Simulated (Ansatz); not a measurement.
ClF$_{2}$HO$_{2}$W (`[O]=[W]([OH])([F])([F])[Cl]`). The species carries charge 0 and has multiplicity 1. W takes the def2 core potential. All single points use the PBE0-D4/def2-TZVP geometry. It is one conformer, not always the lowest.

```xyz
7

O    -0.337   -0.642    1.677
W     0.276   -0.225    0.176
O    -0.551    1.379   -0.295
F     1.801    0.781    0.483
F     1.456   -1.593   -0.272
Cl   -1.181   -1.286   -1.260
H    -1.463    1.586   -0.509
```

(1) What is the dipole moment at PBE/def2-TZVPP? (Estimate.)

(2) And with r2SCAN, B3LYP, ωB97M-V? (An estimate is asked.)

(3) Give the Mulliken charges with PBE, B3LYP, ωB97M-V in def2-TZVPP. (Best estimate.)

Answers

(1) Ansatz gave: 2.44 D, with components (-1.63, 1.61, -0.83) D in this frame, pointing from negative to positive charge.

(2) Ansatz gave: r2SCAN 2.50 D, B3LYP 2.56 D, ωB97M-V 2.51 D.

(3) Ansatz gave: 
```
atom    PBE  B3LYP  ωB97M-V
  O1  -0.26  -0.31    -0.30
  W2   1.04   1.27     1.22
  O3  -0.32  -0.36    -0.36
  F4  -0.23  -0.28    -0.27
  F5  -0.23  -0.29    -0.28
 Cl6  -0.23  -0.25    -0.23
  H7   0.22   0.22     0.22
```

B3LYP here is the variant with VWN-RPA as its local correlation; programs differ in this.
